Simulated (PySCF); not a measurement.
Isomers of C6H6O4, one GFN2-xTB conformer each. Single-point energies are computed at PBE0/pcSseg-1 (PySCF, gas phase, no added dispersion term), electronic only.

| SMILES | GFN2-xTB relative energy (kcal/mol) |
| --- | --- |
| C=C[C@H]1COC(=O)C(=O)O1 | 26.6 |
| CC(=O)O[C@H]1C=COC1=O | 5.4 |
| CC(=O)O[C@H]1C=C1C(=O)O | 49.0 |
| COC(=O)c1ccc(O)o1 | 0.0 |

Conformers: `[CH2:1]=[CH:2][C@H:3]1[CH2:4][O:5][C:6](=[O:7])[C:8](=[O:9])[O:10]1` with C1–C2–C3–C4 -114°, C2–C3–C4–O5 59°, C3–C4–O5–C6 38°, C4–O5–C6–O7 -173°, O5–C6–C8–O9 149°; `[CH3:1][C:2](=[O:3])[O:4][C@H:5]1[CH:6]=[CH:7][O:8][C:9]1=[O:10]` with C1–C2–O4–C5 176°, C2–O4–C5–C6 126°; `[CH3:1][C:2](=[O:3])[O:4][C@H:5]1[CH:6]=[C:7]1[C:8](=[O:9])[OH:10]` with C1–C2–O4–C5 180°, C2–O4–C5–C6 153°, C6–C7–C8–O9 -25°, C7–C8–O10–H 180°; `[CH3:1][O:2][C:3](=[O:4])[c:5]1[cH:6][cH:7][c:8]([OH:9])[o:10]1` with C1–O2–C3–O4 0°, O2–C3–C5–C6 180°, C7–C8–O9–H 180°.

Problem. What does PBE0/pcSseg-1 give for the same structures?

Solution. 
```json
{"SMILES": "CC(=O)O[C@H]1C=COC1=O", "PBE0/pcSseg-1 E (Eh)": "-532.49703", "PBE0/pcSseg-1 (kcal/mol)": "0.0", "GFN2-xTB (kcal/mol)": "5.4", "point group": "C1"}
{"SMILES": "COC(=O)c1ccc(O)o1", "PBE0/pcSseg-1 E (Eh)": "-532.49215", "PBE0/pcSseg-1 (kcal/mol)": "3.1", "GFN2-xTB (kcal/mol)": "0.0", "point group": "Cs"}
{"SMILES": "C=C[C@H]1COC(=O)C(=O)O1", "PBE0/pcSseg-1 E (Eh)": "-532.47222", "PBE0/pcSseg-1 (kcal/mol)": "15.6", "GFN2-xTB (kcal/mol)": "26.6", "point group": "C1"}
{"SMILES": "CC(=O)O[C@H]1C=C1C(=O)O", "PBE0/pcSseg-1 E (Eh)": "-532.44557", "PBE0/pcSseg-1 (kcal/mol)": "32.3", "GFN2-xTB (kcal/mol)": "49.0", "point group": "C1"}
```

GFN2-xTB puts COC(=O)c1ccc(O)o1 lowest instead; measured from each level's own lowest isomer, the values differ by up to 16.7 kcal/mol (CC(=O)O[C@H]1C=C1C(=O)O: 49.0 against 32.3). As drawn, the highest has a three-membered ring and an O–H bond, which the lowest lacks.

Problem. Which frontier levels, dipoles and rotational constants go with these structures?

Solution. 
| SMILES | HOMO (eV, PBE0/pcSseg-1) | LUMO (eV) | dipole (D) | A, B, C (MHz) |
| --- | --- | --- | --- | --- |
| CC(=O)O[C@H]1C=COC1=O | -7.68 | -1.19 | 3.84 | 2823, 876.9, 772.1 |
| COC(=O)c1ccc(O)o1 | -6.46 | -0.99 | 2.59 | 3260, 824.3, 660.7 |
| C=C[C@H]1COC(=O)C(=O)O1 | -8.13 | -1.88 | 6.13 | 1854, 1372, 1258 |
| CC(=O)O[C@H]1C=C1C(=O)O | -7.88 | -1.92 | 2.09 | 3014, 658.6, 604.3 |
